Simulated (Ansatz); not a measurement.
One change: `F[SiH]1[SiH2][Se]1` becomes `F[Si@@H]1[Se][Si@@H]1F`.

Ansatz, PBE0-D4/def2-TZVP geometries, multiplicity 1. 

Scalar relativity is left out up to krypton.

```tsv
property	`F[SiH]1[SiH2][Se]1`
HOMO–LUMO gap (PBE/def2-TZVPP) / eV	4.73
zero-point energy (PBE0-D4/def2-TZVP) / kJ/mol	79.6
size of the dipole moment (PBE/def2-TZVPP) / D	1.43
LUMO energy (PBE/def2-TZVPP) / eV	-1.59
size of the dipole moment (B3LYP/def2-TZVPP) / D	1.65
HOMO energy (ωB97M-V/def2-TZVPP) / eV	-9.35
```

**Question.** Give the same properties after the change, and the shifts. (An estimate is asked.)

**Answer.** Computed: 
```
                                        property  `F[Si@@H]1[Se][Si@@H]1F`  shift
             HOMO–LUMO gap (PBE/def2-TZVPP) / eV                      4.31  -0.42
  zero-point energy (PBE0-D4/def2-TZVP) / kJ/mol                      66.9  -12.7
  size of the dipole moment (PBE/def2-TZVPP) / D                      1.84   0.41
               LUMO energy (PBE/def2-TZVPP) / eV                     -2.10  -0.51
size of the dipole moment (B3LYP/def2-TZVPP) / D                      2.06   0.41
           HOMO energy (ωB97M-V/def2-TZVPP) / eV                     -9.45  -0.10
```

With PBE0 the HOMO falls by 0.13 eV and the LUMO falls by 0.54 eV, so the gap narrows by about 0.41 eV. PBE moves the HOMO by -0.10 eV and ωB97M-V by -0.10 eV. Dipoles are sizes alone; their direction can turn.

B3LYP here is the variant with VWN-RPA as its local correlation; programs differ in this.

Spin–orbit coupling is left out; it splits and shifts lone-pair levels of the heavy atoms by tenths of an eV.
